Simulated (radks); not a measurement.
Question: The mean radii <r> (bohr) of the occupied orbitals of an atom or ion are listed with their occupations. Method: scalar-relativistic Kohn-Sham, LDA (Slater exchange, Perdew-Wang correlation), spin-polarised, spherical densities, point nucleus; computed with a radial shooting solver on a logarithmic mesh with Libxc functionals.

| orbital | occ. | <r> |
|---|---|---|
| 1s up | 1 | 0.01835 |
| 1s down | 1 | 0.01835 |
| 2s up | 1 | 0.07751 |
| 2s down | 1 | 0.07751 |
| 2p up | 3 | 0.06935 |
| 2p down | 3 | 0.06936 |
| 3s up | 1 | 0.1984 |
| 3s down | 1 | 0.1983 |
| 3p up | 3 | 0.1978 |
| 3p down | 3 | 0.1977 |
| 3d up | 5 | 0.1782 |
| 3d down | 5 | 0.1780 |
| 4s up | 1 | 0.3982 |
| 4s down | 1 | 0.3981 |
| 4p up | 3 | 0.4085 |

Name the element and its charge. Open shells, if any, are filled with parallel spins first.

Answer: Z = 74, tungsten, charge +41: W41+ in [Ar] 3d10 4s2 4p3. The 1s radius gives Z: for a bare nucleus <r> = (2 gamma + 1)/(2Z) with gamma = sqrt(1 - (Z/c)^2), 0.01813 bohr for Z = 74, and screening makes it slightly larger (0.01835 here). The occupations add up to 33, and the charge is Z minus that.
